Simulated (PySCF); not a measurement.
Computed IR spectrum (relative IR intensity) of a molecule CH₆GeO₃. The structure is a stationary point at PBE-D3(BJ)/def2-SVP. One conformer was computed; it need not be the lowest. These are PBE-D3(BJ)/def2-SVP (PySCF) values and carry that method's errors. Frequencies are harmonic and unscaled.

ν (cm⁻¹): 102 (m), 201 (w), 239 (m), 243 (m), 333 (m), 675 (m), 686 (s), 774 (w), 883 (vs), 1207 (vw), 1379 (vw), 3719 (s) (against the strongest line: vs over 80 %, s over 45 %, m over 15 %, w over 4 %, vw less)

Q: Identify the compound among the candidates.
(A) [CH3][Ge]([OH])([OH])[OH]
(B) O[CH2][GeH]([OH])[OH]
(C) C[O][GeH]([OH])[OH]

A: A, [CH3][Ge]([OH])([OH])[OH]
